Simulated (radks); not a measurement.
Results of a calculation; reference values are marked as such.
S I, 16 electrons, occupied as [Ne] 3s2 3p4 (the NIST ground configuration). Level of theory: scalar-relativistic Kohn-Sham, PBEsol, spin-polarised, spherical densities, finite nucleus; open shells are filled with parallel spins first; Fermi nuclear charge, rms radius 3.2611 fm (a radial shooting solver on a logarithmic mesh with Libxc functionals).

X-ray form factor f0, the Fourier transform of the density (f0(0) = 16):

| sin(theta)/lambda (1/angstrom) | f0 (electrons) |
|---|---|
| 0.05 | 15.485 |
| 0.1 | 14.186 |
| 0.15 | 12.602 |
| 0.2 | 11.133 |
| 0.25 | 9.947 |
| 0.3 | 9.051 |
| 0.4 | 7.849 |
| 0.5 | 7.000 |
| 0.6 | 6.233 |
| 0.8 | 4.775 |
| 1 | 3.565 |
| 1.25 | 2.535 |
| 1.5 | 1.939 |
| 2 | 1.412 |
